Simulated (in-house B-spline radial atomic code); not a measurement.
## Ionising Sm XI (Sm10+) with different functionals

Computed with a B-spline radial code for spherical atoms: four-component Dirac-Coulomb Hamiltonian, Fermi nucleus of rms radius 5.0819 fm, spin-restricted, spherical fractional occupations for the functionals. The ionisation energy is the difference of two self-consistent energies, [Kr] 4d10 4f4 5s2 → [Kr] 4d10 4f3 5s2, without Breit or QED terms; ε is the level of the shell that loses the electron (mean over j). The electron is taken from both j subshells in proportion to 2j + 1, so the result is a j average, not the step between ground levels.

Hybrids are left out here: with spherical fractional occupations of an open shell their exact exchange keeps a self-interaction that integer-occupation calculations don't have.

| method | rung | ΔSCF (eV) | -ε(4f) (eV) |
| --- | --- | --- | --- |
| LDA VWN5 | LDA | 171.15 | 157.65 |
| relativistic LDA | LDA | ? | ? |
| LDA PW92 | LDA | 171.14 | 157.64 |
| LDA exchange-only | LDA | 168.96 | 155.49 |
| PBE | GGA | 170.67 | 157.17 |
| PBEsol | GGA | 170.74 | 157.24 |
| BLYP | GGA | ? | ? |
| RPBE | GGA | 170.56 | 157.06 |
| PW91 | GGA | 170.83 | 157.32 |
| BP86 | GGA | 170.82 | 157.32 |
| AM05 | GGA | 170.84 | 157.33 |
| OLYP | GGA | 171.40 | 157.84 |

Question: What does BLYP give?

Answer: ΔSCF 170.49 eV, and -ε(4f) = 157.00 eV.

Question: What does relativistic LDA give?

Answer: ΔSCF 171.29 eV, and -ε(4f) = 157.79 eV.

Question: How do they compare with the NIST value?

Answer: NIST lists 179 eV ± 9 (tabulated theory, ground level to ground level). Errors run from -10.04 to -7.60 eV; all lie within about twice that uncertainty, so the table can't rank the methods.
